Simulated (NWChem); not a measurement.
Correlation energy of isocyanic acid (CHNO)

```
C
O 1 1.1649
N 1 1.2104 2 172.97
H 3 1.0086 1 128.31 2 180.00
```
Charge 0, spin multiplicity 1.

Program: NWChem. All single points use one geometry, from PBE0/def2-SVP, a minimum by its harmonic frequencies.

Basis set: cc-pVTZ. Each correlation energy counts from its own Hartree-Fock reference.

The correlated methods keep 3 core orbitals frozen. No row is a measurement; the coupled-cluster row has its own basis-set and correlation limits.

| method | correlation energy (mHa) |
|---|---|
| RI-MP2 | -577.7 |
| MP2 | -577.7 |
| CR-CCSD(T) | ? |
| CR-CCSD[T] | -598.6 |
| CCSD(T) | ? |
| CCSD+T(CCSD) | ? |
| SCS-MP2 | -561.7 |
| CCSD | -574.7 |

**Question.** Some entries are withheld; supply them.

**Answer.** 
- CR-CCSD(T), correlation energy (mHa): -597.1
- CCSD(T), correlation energy (mHa): -603.5
- CCSD+T(CCSD), correlation energy (mHa): -605.5
